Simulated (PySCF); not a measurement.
A structure optimised at PBE-D3(BJ)/def2-SVP, used in a PySCF frequency run:

```
B
O 1 1.3614
C 2 1.4174 1 125.34
H 3 1.1093 2 109.16 1 121.37
H 3 1.1094 4 108.35 2 -118.80
H 3 1.1122 4 108.81 5 -118.14
C 1 1.5750 2 117.32 3 179.95
H 7 1.1085 1 113.13 2 0.15
H 7 1.1122 8 108.90 1 -123.11
H 7 1.1123 8 108.87 9 -113.87
Si 1 2.0609 2 122.19 3 -0.01
H 11 1.5079 1 110.90 2 -179.96
H 11 1.5124 12 107.05 1 123.30
H 11 1.5124 12 107.04 13 113.37
```

### Question
Write its SMILES and formula.

### Answer
COB(C)[SiH3], C₂H₉BOSi

### Question
What are its rotational constants (standard atomic weights)?

### Answer
3.8963, 3.0417, 1.7822 GHz
